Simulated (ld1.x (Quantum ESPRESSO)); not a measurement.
Transferability test, RRKJ potential for promethium

promethium, norm-conserving RRKJ (Kleinman–Bylander form), made with ld1.x (Quantum ESPRESSO) 7.5 (revPBE, scalar-relativistic). Core [Xe] 4f4, reference 5d1 6s2 6p0. Waves: 6p (bound, empty): rc 3.70 bohr; 5d (bound): rc 2.75 bohr; 6s (bound): rc 3.65 bohr. Local part: the s channel. Core correction: none. rho0 = 0.02.

Energies are relative to the spin-unpolarised reference configuration 5d1 6s2 6p0; without spin polarisation the order of configurations can differ from experiment. The frozen-core shift is the all-electron ΔE with the core orbitals held at their reference shape minus the fully relaxed ΔE.

```
valence configuration  charge  ΔE all-electron (eV)  error AE − PS (meV)  frozen-core shift (meV)
          5d1 6s0 6p0      +2                17.752                 +140                      +62
          5d1 6s0 6p1      +1                 9.550                 +4.1                      +27
      5d1.5 6s1.5 6p0       0                 0.596                  +14                      +11
          5d0 6s2 6p0      +1                 6.243                 +194                     +111
          5d2 6s0 6p0      +1                 6.830                 +151                      +40
```

Question: What are ΔE and the potential's error for 5d1 6s1.5 6p0?

Answer: ΔE = 2.531 eV all-electron; the error (AE − PS) is -4.8 meV.

Question: What are ΔE and the potential's error for 5d1 6s1 6p0?

Answer: ΔE = 6.285 eV all-electron; the error (AE − PS) is -17 meV.
